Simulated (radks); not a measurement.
Question: Ionisation ladder of neodymium, from Nd to Nd21+. Each ion is in the ground configuration listed by NIST, and IE = E(next ion) - E(this ion). Calculated with a radial shooting solver on a logarithmic mesh with Libxc functionals: non-relativistic Kohn-Sham, PBE, spin-polarised, spherical densities, point nucleus; open shells are filled with parallel spins first (spin-orbit coupling, left out, can overturn this in heavy ions); relativity is left out, which matters for an element this heavy.

| species | configuration | IE, Delta-SCF (eV) | -e(HOMO) (eV) | HOMO |
|---|---|---|---|---|
| Nd | [Xe] 4f4 6s2 | ? | 3.238 | 6s down |
| Nd+ | [Xe] 4f4 6s1 | 10.469 | 8.114 | 6s up |
| Nd2+ | [Xe] 4f4 | 26.598 | 18.271 | 4f up |
| Nd3+ | [Xe] 4f3 | 44.926 | 35.367 | 4f up |
| Nd4+ | [Xe] 4f2 | 67.954 | 54.843 | 4f up |
| Nd5+ | [Kr] 4d10 4f2 5s2 5p5 | ? | 70.440 | 4f up |
| Nd6+ | [Kr] 4d10 4f2 5s2 5p4 | 94.316 | 86.720 | 4f up |
| Nd7+ | [Kr] 4d10 4f2 5s2 5p3 | ? | 103.65 | 4f up |
| Nd8+ | [Kr] 4d10 4f2 5s2 5p2 | 127.40 | 120.08 | 5p up |
| Nd9+ | [Kr] 4d10 4f2 5s2 5p1 | 142.12 | 134.74 | 5p up |
| Nd10+ | [Kr] 4d10 4f2 5s2 | 170.32 | 157.07 | 4f up |
| Nd11+ | [Kr] 4d10 4f1 5s2 | 197.80 | 183.83 | 4f up |
| Nd12+ | [Kr] 4d10 5s2 | 217.07 | 208.72 | 5s |
| Nd13+ | [Kr] 4d10 5s1 | 235.77 | 227.24 | 5s up |
| Nd14+ | [Kr] 4d10 | ? | 377.42 | 4d |
| Nd15+ | [Kr] 4d9 | 425.64 | 409.40 | 4d down |
| Nd16+ | [Kr] 4d8 | 458.47 | 441.96 | 4d down |
| Nd17+ | [Kr] 4d7 | 491.81 | 475.06 | 4d down |
| Nd18+ | [Kr] 4d6 | 525.60 | 508.63 | 4d down |
| Nd19+ | [Kr] 4d5 | 569.33 | 551.62 | 4d up |
| Nd20+ | [Kr] 4d4 | 605.09 | 587.12 | 4d up |
| Nd21+ | [Kr] 4d3 | 641.36 | 623.15 | 4d up |

Estimate the withheld Delta-SCF values.

Answer: Nd: 5.228 eV (NIST 5.525); Nd5+: 81.037 eV (NIST 84); Nd7+: 112.82 eV (NIST 114); Nd14+: 393.36 eV (NIST 389). No tabulated value is given for the 4+ ions of Nd, Pm and Eu to Yb, where it belongs to another shell than the one emptied here.
